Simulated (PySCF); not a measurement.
# Cd³⁺ (cadmium, charge +3) across methods

[Kr] 4d9, 2D determinant. Calculation: PySCF 2.14, in aug-cc-pwCVDZ-PP with ECP28MDF (6s6p5d3f, 70 functions); a scalar-relativistic core potential. The B2PLYP total includes its PT2 part (frozen core); its orbital energies are those of the SCF part.

```
   method  E (hartree)  mean ε 4p β (eV)  mean ε 4d α (eV)  mean ε 4d β (eV)  Σ⟨r²⟩ (bohr²)   ⟨S²⟩
      LDA    -165.0487           -102.68           -46.263           -45.362          23.48  0.750
BHandHLYP    -165.3375           -111.50           -50.848           -49.817          23.22  0.751
      PBE    -165.3851           -102.65           -46.074           -45.198          23.35  0.750
      UHF   -164.67626           -119.22           -54.710           -53.414          23.06  0.752
    wB97X    -165.4439           -109.18           -50.864           -49.961          23.18  0.750
   r2SCAN    -165.4483           -104.60           -46.534           -45.515          23.18  0.751
   B2PLYP    -165.2448           -111.70           -50.845           -49.779          23.21  0.751
     PBE0    -165.3983           -107.10           -48.510           -47.542          23.24  0.751
```

**Question.** Estimate the same row for TPSSh.

**Answer.** E (hartree) = -165.3471; mean ε 4p β (eV) = -104.78; mean ε 4d α (eV) = -46.982; mean ε 4d β (eV) = -46.082; Σ⟨r²⟩ (bohr²) = 23.27; ⟨S²⟩ = 0.751.

Energies and moments cover only the electrons outside the core potential.
